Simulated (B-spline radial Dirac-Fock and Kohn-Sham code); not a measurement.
EELS cross sections of the Pr M2 (3p1/2) edge

System: neutral praseodymium, configuration [Xe] 4f3 6s2. Level of theory: the first Born approximation with generalised oscillator strengths from a Dirac-Hartree-Slater potential (longitudinal and transverse terms; continuum final states only, so no white lines or fine structure); a radial finite-basis atomic code. The edge is taken at 1337.0 eV (tabulated value).

Partial cross sections σ(β, Δ) in barn, integrated over a window Δ above the edge and up to the collection semi-angle β, for parallel illumination:

```
E₀ (kV)  β (mrad)  Δ = 25 eV  Δ = 50 eV  Δ = 100 eV  Δ = 200 eV  Δ = 300 eV
     60        50       58.3        118         228         416         569
     80        20       27.2       53.7         102         185         252
     80       100       74.8        157         308         570         789
    100         5       4.83       9.35        17.6        31.2        41.7
    100        20       27.7       54.7         105         190         260
    120         5       5.61       10.9        20.5        36.4        48.7
    120        50       49.1        100         196         359         494
    120       100       61.7        129         255         474         659
    200        10       16.9       33.2        63.4         115         158
    200        50       42.9       88.5         173         320         442
    200       100       48.9        102         202         377         526
    300         5          ?          ?           ?           ?           ?
    300        20       27.7       55.6         107         197         272
    300        50       39.1       81.0         159         295         410
```

Question: Give the row for 300 kV and 5 mrad.

Answer: 10.5 b for 25 eV, 20.5 b for 50 eV, 39.1 b for 100 eV, 70.7 b for 200 eV, 96.3 b for 300 eV.

Values without a named source are computed, but for edge energies of neutral atoms, which are taken from tables.
